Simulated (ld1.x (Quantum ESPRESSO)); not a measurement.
# Al (Z = 13), ultrasoft: configuration errors across variants

```
Element                 : aluminium (Al)
Generator               : ld1.x (Quantum ESPRESSO) 7.5
Type                    : ultrasoft
Functional              : LDA (PZ)
Relativity              : non-relativistic
Frozen core             : [Ne]
Valence charge          : 3
Reference configuration : 3s2 3p1
Partial waves           : 3s (bound): rcut 1.50, rcutus 1.70 bohr; 3s channel at 0.25 Ry: rcut 1.50, rcutus 1.70 bohr; 3p (bound): rcut 1.35, rcutus 1.85 bohr; 3p channel at 0.2 Ry: rcut 1.35, rcutus 1.85 bohr
Local potential         : all-electron potential smoothed inside 1.60 bohr (lloc = -1)
Core correction         : none
Augmentation charge     : PSQ, inside the norm-conserving radii
```

All-electron excitation energies from the reference (eV): (1) 3s2 3p0 5.857; (2) 3s1 3p0 25.199; (3) 3s2 3p0.5 2.129; (4) 3s1 3p2 5.122; (5) 3s2 3p1.3 -0.600; (6) 3s1 3p1 11.637; (7) 3s0 3p3 10.435; (8) 3s2 3p1 spin -0.136; (9) 3s1 3p0 spin 24.772.

Spin tests fill each open shell by Hund’s rule, majority spin first.

4 further variants failed, have other tests or too few solved ones, and are left out.

Errors AE − PS in meV (a dash: test not solved or not reliable):

```csv
change,(1),(2),(3),(4),(5),(6),(7),(8),(9),bound ghosts
base,+2.5,+72,+0.3,+8.0,0.0,+17,+36,+8.2,+215,none
"waves 3s (bound): rcut 1.50, rcutus 1.90 bohr; 3s channel at 0.25 Ry: rcut 1.50, rcutus 1.90 bohr",+2.8,+73,+0.3,+8.5,0.0,+17,+39,+8.3,+213,none
"waves 3s (bound): rcut 1.50, rcutus 2.12 bohr; 3s channel at 0.25 Ry: rcut 1.50, rcutus 2.12 bohr",+3.1,+73,+0.4,+9.4,0.0,+17,+43,+8.5,+212,none
"waves 3s (bound): rcut 1.50, rcutus 2.20 bohr; 3s channel at 0.25 Ry: rcut 1.50, rcutus 2.20 bohr",+3.1,+73,+0.4,+9.5,0.0,+18,+44,+8.5,+211,none
"waves 3s (bound): rcut 1.50, rcutus 2.54 bohr; 3s channel at 0.25 Ry: rcut 1.50, rcutus 2.54 bohr",+3.5,+74,+0.4,+10,0.0,+18,+48,+8.7,+211,none
```

Problem. Give the same row for: waves 3s (bound): rcut 1.50, rcutus 2.40 bohr; 3s channel at 0.25 Ry: rcut 1.50, rcutus 2.40 bohr.

Solution. +3.4, +74, +0.4, +10, 0.0, +18, +47, +8.7, +211; bound ghosts: none.
